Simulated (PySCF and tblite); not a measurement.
Values are calculated unless marked as measured or tabulated.
C5H7F2NO, numbered as in [CH3:1][N:2]([CH:3]=[O:4])[CH2:5][CH:6]=[C:7]([F:8])[F:9].

Geometries GFN2-xTB; weights from PBE0-D3(BJ)/pcSseg-1 energies and GFN2-xTB thermal corrections, with symmetry numbers and mirror pairs. Conformers within 3 kcal/mol (GFN2-xTB free energy) were kept, 10 at most. Run with PySCF (density fitting) and tblite.

An NOE distance is ⟨r⁻⁶⟩^(−1/6) over all pairs of like atoms and, for the average, over conformers.

Torsions listed: C1–N2–C3–O4, C1–N2–C5–C6, N2–C5–C6–C7. Of a mirror pair one member is shown.

```
conformer             shape  weight %
        1  179°, -71°, 116°      68.8
        2    1°, 74°, -119°      24.1
        3  -2°, -83°, -118°       3.2
        4   180°, 81°, 131°       2.8
```

Not shown: 1 more, 1.0 % in all.

Which H–H contacts under 3.5 Å would NOEs report (pairs on one atom left out) at 298.15 K?


```
     pair  in 1 (Å)  in 2 (Å)  in 3 (Å)  in 4 (Å)  average (Å)
H1 ··· H3      2.55      3.81      3.80      2.53         2.67
H5 ··· H6      2.73      2.75      2.76      2.82         2.73
H3 ··· H5      3.72      2.41      2.48      3.75         2.91
H1 ··· H5      3.08      3.08      3.01      3.02         3.08
```

Longer pairs under the limit may be missing.

Which contact betrays a minor conformer?

H3 ··· H5: 3.72 Å in the leading conformer but 2.91 Å on average, because conformer 2 (24.1 %) brings it to 2.41 Å and r⁻⁶ weighs short distances heavily.

In a model where alignment follows shape alone (order matrix 0.001 × (3G/tr G − 1)/2, G the second moments of the atom positions; splitting J + 2D), what are the one-bond C–H dipolar couplings D?

H1 -0.8 Hz (-0.9 in conformer 1), H3 -2.6 Hz (-4.1 in conformer 1), H5 3.6 Hz (3.6 in conformer 1), H6 5.9 Hz (6.2 in conformer 1).


Conformer gaps in pcSseg-1 on xTB geometries can be 2 kcal/mol off for S=O, P=O and other polar bonds.